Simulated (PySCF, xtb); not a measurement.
CH2InNO3, SMILES O=C=[N][In]([OH])[OH].

GFN2-xTB run with xtb at its own geometry gives an orbital gap of 2.92 eV and a dipole moment of 0.41 D.

Geometry: B3LYP-D3(BJ)/def2-SVP. The structure was generated by enumeration; whether it is a known compound was not checked. The def2 effective core potentials stand for the cores of In; spin–orbit coupling is left out. Other conformers were not sampled.

Q: What does HF/def2-TZVP run with PySCF give? (Estimate from the structure and the level; the computed values follow.)

A: gap 12.92 eV (levels -12.01 and 0.91 eV), dipole 0.50 D.
